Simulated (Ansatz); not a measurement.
A run on CH7NOSSi (`NCS[SiH2]O`) with other settings.

```yaml
crystal:
  periodic: [false, false, false]
  atoms:
    - {symbol: N, position_ang: [-0.908004, 1.103158, 2.096546]}
    - {symbol: C, position_ang: [-0.668319, 0.291238, 0.953469]}
    - {symbol: S, position_ang: [0.827198, 0.822821, -0.035864]}
    - {symbol: Si, position_ang: [1.079578, -0.860256, -1.294250]}
    - {symbol: O, position_ang: [-0.131403, -1.065361, -2.391503]}
    - {symbol: H, position_ang: [-0.124916, 1.093123, 2.736703]}
    - {symbol: H, position_ang: [-1.100789, 2.063655, 1.845562]}
    - {symbol: H, position_ang: [-1.529316, 0.324807, 0.287718]}
    - {symbol: H, position_ang: [-0.500529, -0.742178, 1.257966]}
    - {symbol: H, position_ang: [2.396752, -0.648420, -1.947033]}
    - {symbol: H, position_ang: [1.050134, -2.110367, -0.499058]}
    - {symbol: H, position_ang: [-0.313386, -0.327422, -2.976256]}
basis:
  gaussian: {orbitals: def2-mTZVPP}
hamiltonian: {xc: {name: wB97X-V}}
output: {forces: true}
```

```sh
$ ansatz run in.yaml --threads 4 --pin off --events-out ev --progress --plain --max-ram 10444MiB
```

It prints (some lines left out):

```
Functional definition: wB97X-V
1390 factors; their error is unknown
398 factors; integrals over basis functions are off by at most 5.8e-6 eV
mean field evaluation 1: about -23395.1045 eV, gradient 5.7e1 eV
mean field evaluation 2: about -23394.8271 eV, gradient 6.0e1 eV
mean field evaluation 4: about -23400.6366 eV, gradient 2.1e0 eV
mean field evaluation 8: about -23400.6464 eV, gradient 3.5e-2 eV
mean field evaluation 16: about -23400.7177 eV, gradient 1.1e-4 eV
mean field -23400.71771589 eV, -859.9605144826 hartree, gradient 4.1e-5 eV, S^2 0.000000; 0 other end points of the search recorded, 0 dependent functions left out
reference -23400.71771403 eV, -859.9605144146 hartree; 29, 29 occupied and 127, 127 virtual orbitals, 1390 factors
Total energy: -23400.71771403 eV, -859.9605144146 hartree
Atom 0 at    -0.908004     1.103158     2.096546 Å, force    -0.139005     0.132027     0.306148 eV/Å
Atom 1 at    -0.668319     0.291238     0.953469 Å, force     0.059008    -0.235883    -0.322288 eV/Å
Atom 2 at     0.827198     0.822821    -0.035864 Å, force     0.062048     0.193978     0.049312 eV/Å
Atom 3 at     1.079578    -0.860256    -1.294250 Å, force     0.351020    -0.202565     0.146844 eV/Å
Atom 4 at    -0.131403    -1.065361    -2.391503 Å, force    -0.184953    -0.068090    -0.113469 eV/Å
Atom 5 at    -0.124916     1.093123     2.736703 Å, force     0.079053     0.013343     0.050197 eV/Å
Atom 6 at    -1.100789     2.063655     1.845562 Å, force    -0.003459     0.092613    -0.021960 eV/Å
Atom 7 at    -1.529316     0.324807     0.287718 Å, force    -0.076464     0.000111    -0.024272 eV/Å
Atom 8 at    -0.500529    -0.742178     1.257966 Å, force    -0.017466    -0.065317     0.045957 eV/Å
Atom 9 at     2.396752    -0.648420    -1.947033 Å, force    -0.061000    -0.003632     0.016870 eV/Å
Atom 10 at     1.050134    -2.110367    -0.499058 Å, force    -0.000365     0.055999    -0.019585 eV/Å
Atom 11 at    -0.313386    -0.327422    -2.976256 Å, force    -0.068417     0.087416    -0.113754 eV/Å
Dipole moment:    -0.047451     0.196744    -0.017847 e Å
```

Hardware: 4 threads of an Intel Xeon 6975P-C on a shared host. Wall time 3.1 s, peak host memory 0.55 GiB.
